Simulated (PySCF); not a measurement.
# Converging KLi in the basis (PBE0)

PySCF, UKS reference; singlet, unpaired electrons none; De to K + Li without counterpoise correction.

```
      basis     relativity  functions  Re (Å)  ωe (cm⁻¹)  De (eV)  μ (D)
 x2c-SVPall  spin-free X2C         33   3.423        203     0.65  -3.08
  def2-SVPD  no relativity         39   3.427        203     0.65  -3.16
x2c-TZVPall  spin-free X2C         47   3.388        206     0.64  -3.33
```

Question: How does each smaller set differ from the one with most functions, x2c-TZVPall?

Answer: x2c-SVPall: +3.5 pm, -1.5 % in ωe, +0.01 eV in De; def2-SVPD: +3.9 pm, -1.5 % in ωe, +0.01 eV in De. All at PBE0; the set with most functions is neither the basis-set limit nor always the best. The rows treat relativity differently, so the differences are not basis effects alone.

A positive dipole means K(−)Li(+). Closed-shell solutions of metal pairs were not tested for spin polarisation, which can lower them a little.
